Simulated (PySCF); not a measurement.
# Relaxation of singlet Cs₂Se

All numbers come from PySCF, PBE0, basis Se def2-TZVP, Cs def2-TZVP with ECP46 (scalar-relativistic core potentials, no spin–orbit coupling, density fitting). A (50,194) grid was used.

A hand-made linear start, of D∞h symmetry, held to at least that symmetry:

```xyz
3
charge 0 multiplicity 1, angstrom
Se    0.0000    0.0000    0.0000
Cs    0.0000    0.0000    3.4800
Cs    0.0000    0.0000   -3.4800
```

Optimiser trace:
```json
{"step": "0", "E − E(last) (kJ/mol)": "44.86", "largest gradient (Eh/bohr)": "0.01730"}
{"step": "1", "E − E(last) (kJ/mol)": "33.28", "largest gradient (Eh/bohr)": "0.01542"}
{"step": "2", "E − E(last) (kJ/mol)": "1.54", "largest gradient (Eh/bohr)": "0.00492"}
{"step": "3", "E − E(last) (kJ/mol)": "1.37", "largest gradient (Eh/bohr)": "0.00428"}
{"step": "4", "E − E(last) (kJ/mol)": "-0.02", "largest gradient (Eh/bohr)": "0.00044"}
{"step": "5", "E − E(last) (kJ/mol)": "0.00", "largest gradient (Eh/bohr)": "0.00004"}
```

It ends at D∞h with Se–Cs 3.089 Å (×2); Cs–Se–Cs 180.0° (after a last refinement on a finer grid). A frequency run shows a minimum.

Final geometry:
```xyz
3
charge 0 multiplicity 1, angstrom
Se    0.0000    0.0000    0.0000
Cs    0.0000    0.0000    3.0894
Cs    0.0000    0.0000   -3.0894
```
